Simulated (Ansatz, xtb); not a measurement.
Molecule: C4H4N, net charge -1, singlet state. It need not be the lowest isomer of its formula. Whether it binds its extra electron was not tested at this geometry. SMILES: N#CC[C-]=C
Structure (B3LYP-D3(BJ)/def2-TZVP (Ansatz, a first-principles code) minimum search):
```xyz
9

C     -1.7025     0.4086     0.0561
C     -1.1455    -0.5896     0.7564
C      0.3716    -0.7989     0.5777
C      1.1002     0.1033    -0.3416
N      1.5415     0.8731    -1.0842
H     -2.7736     0.6073     0.1400
H     -1.1785     1.0911    -0.6330
H      0.5562    -1.8233     0.2362
H      0.8626    -0.7275     1.5544
```
Charge -1, spin multiplicity 1.

Harmonic wavenumbers from GFN2-xTB (xtb, at its own minimum), cm⁻¹: 75, 159, 343, 358, 504, 679, 791, 856, 876, 1009, 1047, 1086, 1185, 1443, 1451, 1588, 2306, 2594, 2826, 2868, 2898.

Problem. Give the harmonic wavenumbers at B3LYP-D3(BJ)/def2-TZVP (Ansatz, finite differences of forces, unscaled).

Solution. 155, 159, 358, 396, 592, 656, 791, 864, 870, 935, 1103, 1229, 1232, 1420, 1440, 1590, 2265, 2918, 2998, 3018, 3033 cm⁻¹. Zero-point energy 40.1 kcal/mol.

Problem. From these and the geometry, give the ideal-gas thermochemistry at 298.15 K and 1 atm (rigid rotor, harmonic oscillator).

Solution. Point group Cs, rotational symmetry number 1. Rotational constants 11.48, 3.903, 2.965 GHz. S(trans) 38.48, S(rot) 25.29, S(vib) 8.94, S(elec, spin only) 0.00, S 72.7 cal/(mol K). H(298) - H(0) 3.97 kcal/mol; G - E(el) 22.3 kcal/mol.
